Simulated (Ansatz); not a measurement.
Diatomic NiCl, multiplicity 4 (not the ground state: that is measured with 2S+1 = 2). No spin–orbit coupling. Ni is treated without relativity.

Constants: fifth-degree fit in 1/R to seven points, most abundant isotopes. Runs in def2 and cc sets follow the lowest solution found near the PBE0 minimum.

Correlated levels freeze the inner cores; with def2 sets outer-core shells near the valence are correlated too.

Programs: Ansatz (Gaussian basis) for Hartree–Fock, density functionals and correlated methods. 

Question: What bond length and harmonic frequency does r2SCAN/def2-TZVPP give?

Answer: r_e = 2.129 Å, ω_e = 390 cm⁻¹.

Question: What bond length and harmonic frequency does PBE0/def2-TZVPP give?

Answer: r_e = 2.144 Å, ω_e = 396 cm⁻¹.

Question: What bond length and harmonic frequency does CCSD(T)/def2-TZVPP give?

Answer: r_e = 2.151 Å, ω_e = 401 cm⁻¹.

Ansatz is a program for electronic structure.
